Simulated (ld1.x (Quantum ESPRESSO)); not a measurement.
## What one change does to a pseudopotential (chlorine, TM)

ld1.x (Quantum ESPRESSO) 7.5 input, shortened:

```
&input
   title='Cl', zed=17., rel=0, dft='BP', iswitch=3,
   config='[Ne] 3s2 3p4.75'
 /
 &inputp
   pseudotype=2, tm=.true., lloc=-1, rcloc=1.00,
   nlcc=.true.
 /
2
3S  1  0   2.00   0.00  1.30  1.30  0.0
3P  2  1   4.75   0.00  0.95  0.95  0.0
 &test
   configts(1)='3s2 3p4.75'
 /
```

All-electron outer shells of the reference configuration (BP86, non-relativistic, ld1.x):

```json
{"shell": "3s", "level (eV)": "-23.31", "outermost node (bohr)": "0.56", "outermost maximum (bohr)": "1.29"}
{"shell": "3p", "level (eV)": "-11.25", "outermost node (bohr)": "0.53", "outermost maximum (bohr)": "1.43"}
```

Change: local potential all-electron potential smoothed inside 1.42 bohr (lloc = -1).

Cutoffs: the cutoffs (Ry, on a coarse ladder) from which the occupation-weighted sum of valence levels, in a spherical-Bessel basis at the reference potential, stays within 10 and 1 mRy of its value at 400 Ry; they do not see the model core or the augmentation charge, which bear on the density cutoff. Errors are all-electron minus pseudo energies relative to the spin-unpolarised reference configuration.

**Question.** What does the change do?

**Answer.** The potential gets neither clearly harder nor softer (140 Ry and 300 Ry → 140 Ry and 300 Ry); of the 7 tests that both files solve, the error grows in 0 and shrinks in 3 by more than 15 % and 0.3 meV (median size 4.4 → 3.7 meV); neither file shows a bound ghost. That the errors move this way runs against the usual rule that smaller radii transfer better.

| quantity | base | changed |
| --- | --- | --- |
| cutoff, loose | 140 Ry | 140 Ry |
| cutoff, tight | 300 Ry | 300 Ry |
| bound ghosts | none | none |
| error for 3s2 3p5, meV [ΔE -2.49 eV] | +0.3 | +0.3 |
| error for 3s2 3p4, meV [ΔE 11.49 eV] | +4.4 | +3.7 |
| error for 3s2 3p3, meV [ΔE 37.03 eV] | +34 | +28 |
| error for 3s2 3p5.3, meV [ΔE -4.66 eV] | +1.3 | +1.1 |
| error for 3s2 3p1, meV [ΔE 127.79 eV] | +252 | +196 |
| error for 3s1 3p5, meV [ΔE 24.01 eV] | +11 | +9.8 |
| error for 3s1 3p6, meV [ΔE 9.48 eV] | +1.8 | +1.8 |
